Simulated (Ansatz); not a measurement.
A nudged elastic band was laid between two geometries of ClH4NO2Ti + H2 (11 atoms, charge 0, multiplicity 1).

All numbers below come from RKS PBE/def2-SVP in Ansatz 0.2.0.

| Quantity | Value |
| --- | --- |
| movable images | 5 |
| climbing image | yes |
| spring | 5.0 eV/Å² |
| optimiser | quadratic models (default) |
| start path | through a guess of the saddle point |
| force threshold | 0.03 eV/Å |
| iteration limit | 60 |
| end points | relaxed |

First end point:

```xyz
11
Properties=species:S:1:pos:R:3
Ti -0.008 0.443 0.024
N 0.315 0.247 1.867
H -0.342 0.516 2.607
H 1.241 0.062 2.270
Cl 1.688 1.569 -0.909
O -1.585 1.270 -0.147
H -2.364 1.002 -0.667
O -0.109 -1.191 -0.716
H -0.007 -2.027 -0.223
H 0.124 -3.085 1.804
H 0.103 -2.315 1.864
```

Last end point:

```xyz
11
Properties=species:S:1:pos:R:3
Ti -0.042 -0.402 0.096
N 0.416 0.028 2.257
H -0.415 -0.118 2.843
H 0.724 1.006 2.358
Cl 2.030 0.487 -0.243
O -1.437 0.727 0.313
H -2.130 0.797 -0.369
O -0.412 -1.323 -1.384
H -0.547 -2.248 -1.648
H -0.298 -1.890 0.932
H 1.168 -0.571 2.619
```

Which bonds break or form, and what moves?

Bonds broken: H10–H11. Bonds formed: Ti1–H10, N2–H11. ClH4NO2Ti + H2 becomes ClH6NO2Ti.

What energy profile does the band end with?

It converged. The highest image is number 4 of 0 to 6, 114.3 kJ/mol above the first end and 106.8 kJ/mol above the last; the last end lies 7.4 kJ/mol above the first. A vibrational analysis at the climbing image gives one clearly imaginary mode, 1060i cm⁻¹: a first-order saddle point. The orbitals stay closed-shell, which can raise the energy where a bond breaks towards radicals; this wasn't checked here.

```
image  path coordinate (Å)  energy (kJ/mol)  H10–H11 (Å)  Ti1–H10 (Å)  N2–H11 (Å)
    0                 0.00              0.0         0.77         3.95        2.57
    1                 1.14              2.7         0.77         3.90        2.59
    2                 2.29             15.9         0.77         3.53        2.41
    3                 3.43             37.9         0.78         2.83        2.12
    4                 4.57            114.3         1.03         2.01        1.33
    5                 5.64             33.7         1.92         1.77        1.03
    6                 6.70              7.4         2.60         1.73        1.03
```

What is the geometry of the highest image?


```xyz
11
Properties=species:S:1:pos:R:3
Ti -0.031 -0.130 0.197
N 0.267 0.015 2.227
H -0.418 -0.267 2.937
H 0.823 0.815 2.559
Cl 1.920 0.554 -0.610
O -1.278 1.130 -0.061
H -2.091 0.999 -0.585
O -0.853 -1.349 -0.872
H -0.592 -2.283 -0.777
H 0.607 -1.852 1.010
H 0.704 -1.141 1.749
```

What are the harmonic wavenumbers there?

1060i, 20, 128, 167, 177, 193, 306, 330, 357, 403, 471, 487, 526, 546, 593, 606, 704, 762, 862, 1409, 1464, 1646, 1736, 3422, 3542, 3739, 3753 cm⁻¹.

The band took 37 iterations and about 17 core-minutes.

Time of the run: 4.4 min on 4 threads of Arm Neoverse V2, with other jobs on the host, peak memory 0.2 GiB.
